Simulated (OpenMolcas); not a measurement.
**Nd3+ in tetrahedral coordination: ligands and hosts compared**

| Quantity | Value |
| --- | --- |
| Program | OpenMolcas 26.06 |
| Method | CASSCF |
| Active space | 3 electrons in 7 orbitals (4f) |
| Spin-orbit coupling | RASSI with atomic mean-field integrals over the reference wave functions |

Distances were set from a Shannon-type radius of the metal (high-spin where two are listed) plus a fixed donor radius (Br 1.91, Cl 1.76, F 1.31 Å). Anionic complexes are neutralised by point charges, and hosts are embedded clusters. Ligand basis ANO-RCC-VDZP. States (labels of Td). Energies in cm-1 above the lowest state or level, χT in cm3 K/mol.

```json
{"Ligand or host": "Br", "R (Å)": "2.76", "Metal basis": "ANO-RCC-VDZP", "Outer charge (e at Å behind ligand)": "0.25 at 2.6", "Ground state": "4A1", "First state of that spin": "4A2 14.0", "First gap with spin-orbit (degeneracies)": "21.8 (4, 4)", "Width of lowest J": "81", "χT at 300 K": "1.675"}
{"Ligand or host": "Cl", "R (Å)": "2.61", "Metal basis": "ANO-RCC-VDZP", "Outer charge (e at Å behind ligand)": "0.25 at 2.4", "Ground state": "4A1", "First state of that spin": "4A2 11.8", "First gap with spin-orbit (degeneracies)": "32.0 (4, 4)", "Width of lowest J": "119", "χT at 300 K": "1.667"}
{"Ligand or host": "F", "R (Å)": "2.16", "Metal basis": "ANO-RCC-VDZP", "Outer charge (e at Å behind ligand)": "0.25 at 3.2", "Ground state": "4A2", "First state of that spin": "4A1 15.8", "First gap with spin-orbit (degeneracies)": "101.3 (4, 4)", "Width of lowest J": "387", "χT at 300 K": "1.597"}
```

The rows also differ in their outer charges, so part of each step comes from that.

The width of the lowest J multiplet rises in the order Br < Cl < F, by a factor of 4.78 from first to last.

High states are left out of the spin-orbit mixing, which shifts the levels that they would mix with. Without dynamic correlation the ligand-field splitting of an f shell can come out too small, at times by half. No measured value stands beside these numbers; the geometry was imposed, not optimised, and the real ion may take another.
